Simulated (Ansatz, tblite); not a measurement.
Cost and result up the ladder for `N#Cc1ccc(C23CC(C#N)(C2)C3)cc1` (25 atoms). Charge 0, multiplicity 1. Geometry: r2SCAN-D4/def2-SVP.

```xyz
25

N    -5.206   -0.394   -2.876
C    -4.191   -0.316   -2.309
C    -2.943   -0.222   -1.615
C    -1.730   -0.260   -2.333
C    -0.521   -0.167   -1.652
C    -0.489   -0.034   -0.253
C     0.812    0.063    0.458
C     1.044    0.213    1.987
C     2.463    0.184    1.346
C     3.728    0.278    2.035
N     4.749    0.354    2.588
C     1.965   -0.992    0.458
C     1.917    1.149    0.255
C    -1.701    0.004    0.454
C    -2.920   -0.088   -0.214
H    -1.751   -0.363   -3.420
H     0.418   -0.199   -2.214
H     0.743    1.169    2.444
H     0.783   -0.652    2.617
H     2.503   -1.142   -0.491
H     1.759   -1.942    0.976
H     2.452    1.141   -0.708
H     1.667    2.169    0.586
H    -1.687    0.107    1.543
H    -3.862   -0.058    0.339
```

Ansatz on 4 threads of Arm Neoverse V1 on a shared host; xTB runs through tblite on one thread. Times are rough, summed over both states, and most runs start from the orbitals of an earlier one. PBE0-D4/def2-SVP serves as the yardstick here, not as an exact answer. The other state is a triplet.

The xTB rows come from tblite.

xTB has no spin-polarisation term.

```json
{"level": "PBE-D4/def2-SVP", "functions": "260", "vertical triplet (eV)": "3.60", "difference from PBE0-D4/def2-SVP (eV)": "-0.07"}
{"level": "GFN2-xTB", "functions": "70", "vertical triplet (eV)": "3.72", "difference from PBE0-D4/def2-SVP (eV)": "0.06"}
{"level": "GFN1-xTB", "functions": "80", "vertical triplet (eV)": "3.70", "difference from PBE0-D4/def2-SVP (eV)": "0.03"}
{"level": "PBE0-D4/def2-SVP", "functions": "260", "vertical triplet (eV)": "3.66", "difference from PBE0-D4/def2-SVP (eV)": "0.00"}
```

(1) Estimate how long each takes.

Answers

(1) GFN2-xTB 0.036 s; GFN1-xTB 0.039 s; PBE-D4/def2-SVP 19 s; PBE0-D4/def2-SVP 41 s. On shared hardware such times vary by a factor of up to 3.
